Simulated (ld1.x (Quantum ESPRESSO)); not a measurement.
Which change was made? (In, TM)

| Quantity | Value |
| --- | --- |
| Element | In |
| Generator | ld1.x (Quantum ESPRESSO) 7.5 |
| Type | norm-conserving Troullier–Martins (Kleinman–Bylander form) |
| Functional | PBE |
| Relativity | scalar-relativistic |
| Frozen core | [Kr] 4d10 |
| Valence charge | 3 |
| Reference configuration | 5s1 5p0 (charge +2) |
| Partial waves | 5s (bound): rc 1.80 bohr; 5d channel at 0.05 Ry: rc 2.20 bohr; 5p (bound, empty): rc 2.45 bohr |
| Local potential | the p channel |
| Core correction | none |

Cutoffs, loose and tight: the cutoffs (Ry, on a coarse ladder) from which the occupation-weighted sum of valence levels, in a spherical-Bessel basis at the reference potential, stays within 10 and 1 mRy of its value at 400 Ry. They do not see the model core or the augmentation charge, which bear on the density cutoff. Test errors are all-electron minus pseudo excitation energies from the reference, over the configurations 5s2 5p1; 5s2 5p0; 5s2 5p0.5; 5s1 5p1; 5s0 5p3; 5s1 5p2; 5s2 5p1.3; variants that change the core or the reference have their own tests.

The base gives: outcome: generated; cutoff, loose: 18 Ry; cutoff, tight: 45 Ry; bound ghosts: d; largest test error (meV): +478.

(1) After one change the result is: outcome: generated; cutoff, loose: 18 Ry; cutoff, tight: 45 Ry; bound ghosts: d; largest test error (meV): -169. Which change was it?
A. fully relativistic
B. all radii scaled by about 1.04 (s 1.88, p 2.56, d 2.30 bohr)
C. core correction a·sin(br)/r model core inside 1.28 bohr
D. wave 5d channel at 0.05 Ry: rc 2.20 bohr becomes 5d channel at 0.05 Ry: rc 1.48 bohr

## Answers

(1) C. The others give: all radii scaled by about 1.04 (s 1.88, p 2.56, d 2.30 bohr) → outcome: generated; cutoff, loose: 15 Ry; cutoff, tight: 30 Ry; bound ghosts: d; largest test error (meV): +473 | wave 5d channel at 0.05 Ry: rc 2.20 bohr becomes 5d channel at 0.05 Ry: rc 1.48 bohr → outcome: generated; cutoff, loose: 18 Ry; cutoff, tight: 45 Ry; bound ghosts: none; largest test error (meV): +478 | fully relativistic → outcome: generated; cutoff, loose: 18 Ry; cutoff, tight: 45 Ry; bound ghosts: d3/2, d5/2; largest test error (meV): +453.
